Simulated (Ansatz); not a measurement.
C5H3F7, SMILES `F[C@@H]1[C@@H](F)C(F)(F)C(F)(F)[C@H]1F` at its PBE0-D4/def2-TZVP geometry, where that method's forces vanish. Total charge 0; spin multiplicity 1.

| atom | x (Å) | y (Å) | z (Å) |
| --- | --- | --- | --- |
| F1 | 1.4333 | -1.1780 | -1.6241 |
| C2 | 0.7545 | -0.1532 | -1.0197 |
| C3 | -0.7374 | -0.4406 | -0.9464 |
| F4 | -1.3988 | -0.0748 | -2.0775 |
| C5 | -1.1892 | 0.3578 | 0.2723 |
| F6 | -2.3897 | 0.0027 | 0.7394 |
| F7 | -1.2164 | 1.6725 | -0.0216 |
| C8 | -0.0471 | 0.1017 | 1.2750 |
| F9 | -0.2278 | -1.1358 | 1.7949 |
| F10 | -0.0130 | 0.9859 | 2.2667 |
| C11 | 1.2347 | 0.0787 | 0.4186 |
| F12 | 1.9072 | 1.2605 | 0.5215 |
| H13 | 0.9191 | 0.7641 | -1.5930 |
| H14 | -0.9110 | -1.5048 | -0.7573 |
| H15 | 1.8816 | -0.7366 | 0.7513 |

Q: For each bond, give half the difference of the two atoms' forces along it (eV/Å; positive pushes the atoms apart) under PBE-D4, r2SCAN-D4, B3LYP-D4, ωB97M-V in def2-TZVPP. (An estimate is asked.)

A: Computed: 
| bond | length (Å) | PBE-D4 | r2SCAN-D4 | B3LYP-D4 | ωB97M-V |
| --- | --- | --- | --- | --- | --- |
| F1–C2 | 1.370 | 0.52 | 0.33 | 0.35 | 0.27 |
| C2–C3 | 1.521 | -0.13 | -0.05 | 0.01 | -0.01 |
| C2–H13 | 1.094 | 0.11 | -0.09 | -0.21 | -0.17 |
| C3–F4 | 1.360 | 0.54 | 0.33 | 0.34 | 0.27 |
| C3–C5 | 1.525 | -0.19 | -0.12 | -0.07 | -0.10 |
| C3–H14 | 1.095 | 0.06 | -0.10 | -0.20 | -0.17 |
| C5–F6 | 1.336 | 0.57 | 0.27 | 0.27 | 0.20 |
| C5–F7 | 1.347 | 0.60 | 0.31 | 0.31 | 0.21 |
| C5–C8 | 1.541 | -0.25 | -0.19 | -0.14 | -0.18 |
| C8–F9 | 1.354 | 0.58 | 0.31 | 0.32 | 0.22 |
| C8–F10 | 1.329 | 0.58 | 0.26 | 0.26 | 0.21 |
| C8–C11 | 1.542 | -0.18 | -0.10 | -0.06 | -0.10 |
| C11–F12 | 1.364 | 0.54 | 0.33 | 0.36 | 0.28 |
| C11–H15 | 1.093 | 0.06 | -0.11 | -0.22 | -0.17 |

B3LYP here is the variant with VWN-RPA as its local correlation; programs differ in this.
